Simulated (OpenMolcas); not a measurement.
## Lines of Cr+: computed and rescaled rates

| Item | Value |
| --- | --- |
| Program | OpenMolcas 26.06 |
| Method | SS-CASPT2, IPEA 0.25 Eh, imaginary shift 0.1 Eh (closed shells correlated: 3s 3p) |
| Basis | ANO-RCC-VTZP [6s5p3d2f1g] |
| Scalar Hamiltonian | DKH2, point nucleus |
| Active space | 5 electrons in 11 orbitals (3d 4s 4d) |
| State averaging | 2S+1 = 6 even, 6 roots; 2S+1 = 4 even, 5 roots kept (CI in the orbitals of an earlier block) |
| Spin-orbit coupling | state interaction with AMFI integrals over the reference wave functions, term energies averaged over their components |

Rates come from the transition moments of the reference wave functions (E1 and E2 in the length form). At fixed line strength A goes as λ^-3 for E1 and M1 and as λ^-5 for E2, so a rate at the computed wavelength can be rescaled to the measured one. Measured vacuum wavelengths follow from level energies in NIST Handbook of Basic Atomic Spectroscopic Data. Branching counts decays inside the model space alone, at computed energies, and the table is only a selection of the E2 and M1 lines, drawn from those between levels with measured partners whose computed energy lies within a factor of 1.5 of the measured one.

| Upper | Lower | Type | λ computed (nm) | λ measured (nm) | A computed (s-1) | A rescaled (s-1) | Branching % |
| --- | --- | --- | --- | --- | --- | --- | --- |
| 3d4 4s 6D 9/2 | 3d5 6S 5/2 | E2 | 842.7 | 800.2 | 6.55e-02 | 8.48e-02 | 99.5 |
| 3d4 4s 6D 7/2 | 3d5 6S 5/2 | E2 | 858.9 | 812.8 | 5.96e-02 | 7.85e-02 | 99.5 |
| 3d4 4s 6D 5/2 | 3d5 6S 5/2 | E2 | 871.9 | 823.2 | 5.52e-02 | 7.36e-02 | 99.8 |
| 3d4 4s 6D 3/2 | 3d5 6S 5/2 | E2 | 881.4 | 831.1 | 5.23e-02 | 7.02e-02 | 100.0 |
| 3d4 4s 6D 1/2 | 3d5 6S 5/2 | E2 | 887.2 | 836 | 5.07e-02 | 6.82e-02 | 100.0 |
| 3d4 4s 4D 1/2 | 3d4 4s 6D 1/2 | M1 | 1291 | 1322 | 1.57e-03 |  | 87.8 |
| 3d4 4s 4D 7/2 | 3d4 4s 6D 9/2 | M1 | 1297 | 1328 | 1.48e-03 |  | 55.4 |
| 3d4 4s 4D 3/2 | 3d4 4s 6D 3/2 | M1 | 1285 | 1316 | 1.11e-03 |  | 64.5 |
| 3d4 4s 4D 5/2 | 3d4 4s 6D 5/2 | M1 | 1275 | 1307 | 8.18e-04 |  | 42.3 |
| 3d4 4s 4D 3/2 | 3d4 4s 6D 1/2 | M1 | 1273 | 1304 | 5.16e-04 |  | 30.1 |
| 3d4 4s 4D 5/2 | 3d4 4s 6D 3/2 | M1 | 1255 | 1288 | 4.89e-04 |  | 25.3 |
| 3d4 4s 4D 7/2 | 3d4 4s 6D 7/2 | M1 | 1261 | 1295 | 4.60e-04 |  | 17.3 |
| 3d4 4s 4D 7/2 | 3d4 4s 4D 5/2 | M1 | 38580 | 44220 | 4.05e-04 | 2.69e-04 | 15.2 |
| 3d4 4s 6D 9/2 | 3d4 4s 6D 7/2 | M1 | 44730 | 51930 | 3.36e-04 | 2.15e-04 | 0.5 |
| 3d4 4s 4D 5/2 | 3d4 4s 6D 7/2 | M1 | 1303 | 1334 | 3.20e-04 |  | 16.5 |
| 3d4 4s 4D 7/2 | 3d4 4s 6D 5/2 | M1 | 1234 | 1270 | 2.53e-04 |  | 9.5 |
| 3d4 4s 4D 5/2 | 3d4 4s 4D 3/2 | M1 | 53930 | 59980 | 2.42e-04 | 1.76e-04 | 12.5 |
| 3d4 4s 4D 1/2 | 3d4 4s 6D 3/2 | M1 | 1303 | 1334 | 2.08e-04 |  | 11.6 |
| 3d4 4s 4D 7/2 | 3d5 6S 5/2 | E2 | 510.9 | 499.4 | 6.85e-05 |  | 2.6 |
| 3d4 4s 4D 5/2 | 3d5 6S 5/2 | E2 | 517.7 | 505.1 | 6.55e-05 |  | 3.4 |
| 3d4 4s 4D 3/2 | 3d4 4s 4D 1/2 | M1 | 89780 | 97160 | 5.62e-05 | 4.43e-05 | 3.3 |
| 3d4 4s 4D 3/2 | 3d5 6S 5/2 | E2 | 522.7 | 509.4 | 3.70e-05 |  | 2.2 |
| 3d4 4s 4D 1/2 | 3d5 6S 5/2 | E2 | 525.8 | 512.1 | 1.04e-05 |  | 0.6 |

Spin-changing lines and M1 lines between different terms are not rescaled, since their strength hangs on the term gaps too.

The largest correction is for 3d4 4s 6D 9/2 → 3d4 4s 6D 7/2 (M1): 3.36e-04 × (44730 / 51930)^3 = 2.15e-04 s-1, a factor of 0.64.

The computed rate and branching of 3d4 4s 6D 1/2 → 3d5 6S 5/2 give the upper level a radiative lifetime of 1.000 / 5.07e-02 s-1 = 1.97e+01 s, counting decays inside the model space alone. The rescaled rate gives about 1.5e+01 s.

These are rates of the free ion; in crystals, glasses and complexes forced electric-dipole and non-radiative decay shorten such lifetimes by orders of magnitude. No measured rate stands beside these. Rescaling mends the energy factor alone: line strengths can still be far off where a level mixes with configurations outside the active space, and weak or spin-changing lines hang on small mixing coefficients that depend on the term gaps too, so rescaling need not improve them.

CASPT2 does not keep the components of a term degenerate, so their means are used; among the terms shown or strongly mixed into the levels shown the widest spread is 31 cm-1 (3d4 4s 4D). Terms from blocks run as CI alone lack orbitals of their own. Active for correlation alone: 4d; no level in the range computed is led by a configuration that fills it, so any true level of that kind is missing. Computed and measured levels are paired by configuration, term and J; levels that our copy of the source lacks, or whose pairing is in doubt (as where it misses far off the trend of its configuration), stay unpaired. Levels of configurations outside the active space are missing.
